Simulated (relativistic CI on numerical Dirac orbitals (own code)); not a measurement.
**Spin-allowed bands of a d3 ion in an octahedral site, by hand**

Problem. Take Δ = 15150 cm⁻¹ and B = 440 cm⁻¹ for a d3 ion in an octahedral site. Calculate the three spin-allowed bands.

Working.
1. The terms of highest spin are 4F (energy 0) and 4P (15B = 6600 cm⁻¹). Here the F term splits into A2 at −1.2Δ = -18180, T2 at −0.2Δ = -3030 and T1 at +0.6Δ = 9090 cm⁻¹.
2. The two T1 states mix through the element 0.4Δ: H = [[9090, 6060], [6060, 6600]], with roots ½(H₁₁ + H₂₂) ∓ ½√[(H₂₂ − H₁₁)² + 4H₁₂²] = ½(15690) ∓ ½(12373) = 1658 and 14032 cm⁻¹.
3. The ground term is 4A2 at -18180 cm⁻¹.
4. Bands: 4T2 15150 cm⁻¹ (660 nm), 4T1(F) 19838 cm⁻¹ (504 nm), 4T1(P) 32212 cm⁻¹ (310 nm).

Check. Exact diagonalisation of the whole d3 shell with these parameters gives 4T2 15150, 4T1 19838, 4T1 32212 cm⁻¹. The match is exact, since without spin-orbit coupling no other term has this spin. The ratio of the second band to the first, 1.309, depends on Δ/B = 34.4 alone, which is how a Tanabe-Sugano diagram is read.
